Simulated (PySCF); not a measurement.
The geometry has D5h symmetry (within 0.05 Å) and had no frequency check at the DFT level, so a distortion to lower symmetry isn't ruled out.

Excitations are Tamm–Dancoff values on a coarser integration grid. The basis has no diffuse functions, so Rydberg states are missing or too high.

Cartesian coordinates (Å):
SMILES: [SiH]12[SiH]3[SiH]4[SiH]1[SiH]1[SiH]2[SiH]2[SiH]3[SiH]4[SiH]12
```xyz
20

Si     0.6295     1.9309     1.1973
Si    -1.6402     1.1942     1.2009
Si    -1.6435     1.1930    -1.1975
Si     0.6261     1.9296    -1.2009
Si     2.0281    -0.0012    -1.2020
Si     2.0314     0.0000     1.1964
Si     0.6283    -1.9300     1.1992
Si    -1.6409    -1.1920     1.2020
Si    -1.6442    -1.1933    -1.1963
Si     0.6250    -1.9313    -1.1991
H      1.0139     3.1099     2.0325
H     -2.6413     1.9234     2.0382
H     -2.6470     1.9213    -2.0328
H      1.0083     3.1078    -2.0383
H      3.2662    -0.0020    -2.0400
H      3.2718     0.0001     2.0310
H      1.0121    -3.1084     2.0355
H     -2.6425    -1.9198     2.0401
H     -2.6481    -1.9218    -2.0309
H      1.0065    -3.1105    -2.0353
```
Charge 0, multiplicity 1.

Q: Estimate the T1 excitation (TDA), S1–T1 gap (TDA) and total energy that PySCF with CAM-B3LYP-D3(BJ)/def2-SVP // B3LYP-D3(BJ)/def2-SVP returns for this input.

A: 
```
Quantity                    Value
-------------------  ------------
T1 excitation (TDA)       3.95 eV
S1–T1 gap (TDA)           0.28 eV
total energy         -78916.27 eV
```
